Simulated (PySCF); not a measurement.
Species: C9H8O.
Structure used (PBE0-D3(BJ)/def2-SVP), in Å, numbered top down from 1:
```xyz
18
C9H8O angstrom
C     -1.677   -0.828    0.032
O     -0.286   -0.684    0.072
C      0.167    0.553    0.354
C     -0.505    1.718    0.615
C      0.493    2.750    0.852
C      1.748    2.227    0.738
C      1.600    0.815    0.418
C      2.552   -0.119    0.211
C      2.933   -1.456   -0.088
C      3.900   -0.569    0.115
H     -1.892   -1.877   -0.207
H     -2.136   -0.576    1.006
H     -2.127   -0.179   -0.740
H     -1.583    1.864    0.644
H      0.254    3.788    1.086
H      2.697    2.747    0.859
H      2.635   -2.475   -0.319
H      4.964   -0.349    0.169
```

Theory: PBE0-D3(BJ)/def2-SVP geometry optimisation, gas phase (PySCF).

Masses are those of the commonest isotopes; rigid-rotor values at the optimised geometry. The values belong to one conformer with, in the numbering `[CH3:1][O:2][C:3]1=[CH:4][CH:5]=[CH:6][C:7]1=[C:8]1[CH:9]=[CH:10]1`, C1–O2–C3–C4 0°.

Give the principal moments of inertia and the rotational constants in cm⁻¹.

Ia = 257.33, Ib = 409.46, Ic = 663.56 u·Å²; 505379 MHz·u·Å²/I gives 1964, 1234 and 761.6 MHz, that is A = 0.06551, B = 0.04117, C = 0.02540 cm⁻¹.

Classify the top.

An asymmetric top: κ = (2 × 1234 − 1964 − 761.6)/(1964 − 761.6) = -0.21.

Is it planar, by Δ = Ic − Ia − Ib?

Not planar: Δ = Ic − Ia − Ib = -3.23 u·Å². For a rigid frame Δ = −2 Σ m c², so Σ m c² = 1.62 u·Å² lies off the ab plane, practically all of it from hydrogen. The atom farthest from that plane is 0.90 Å away.

Give the other two planar moments, Paa and Pbb, and the rms extents of the mass along the axes.

Paa = Σ m a² = (Ib + Ic − Ia)/2 = 407.85 and Pbb = Σ m b² = (Ia + Ic − Ib)/2 = 255.71 u·Å². With the mass M = 132.06 u, the rms extents √(P/M) along a, b and c are 1.76, 1.39, 0.11 Å.

Which types of transition are allowed, and where do some lines up to J = 5 fall?

The dipole components are |μa| = 2.89 D, |μb| = 2.52 D, |μc| = 0.00 D; the mirror of this Cs structure is the ab plane, so μc vanishes by symmetry and there are no c-type lines. The squared components, which scale the intensities, stand as 1.00 : 0.76 (a : b). Some lines, for components of 0.1 D or more:

```tsv
type	branch	J(Ka,Kc)	MHz	lower level (cm⁻¹)
a	Q	5(3,2) ← 5(3,3)	858	1.309
b	Q	2(2,1) ← 2(1,2)	3607	0.208
a	R	2(0,2) ← 1(0,1)	3825	0.067
a	R	2(1,1) ← 1(1,0)	4464	0.107
a	R	3(0,3) ← 2(0,2)	5424	0.194
b	Q	5(1,4) ← 5(0,5)	6252	0.886
b	R	2(2,1) ← 1(1,0)	6653	0.107
b	Q	5(5,1) ← 5(4,2)	8360	1.531
a	R	5(0,5) ← 4(0,4)	8397	0.606
a	R	4(1,3) ← 3(1,2)	8468	0.475
a	R	5(3,2) ← 4(3,1)	10866	0.975
b	R	4(3,1) ← 3(2,2)	13404	0.528
b	R	4(4,1) ← 3(3,0)	14749	0.694
b	R	5(5,1) ← 4(4,0)	18697	1.186
```

Whether it is a minimum is left open (no frequencies). No vibrational averaging or centrifugal distortion is included, and the geometry carries the error of its method. A rigid rotor knows nothing of internal rotation, which can split or shift real lines.

Time: 1.8 min; peak memory 0.94 GiB. Hardware: Arm Neoverse V1, one thread, shared host. These figures are those of the optimisation.
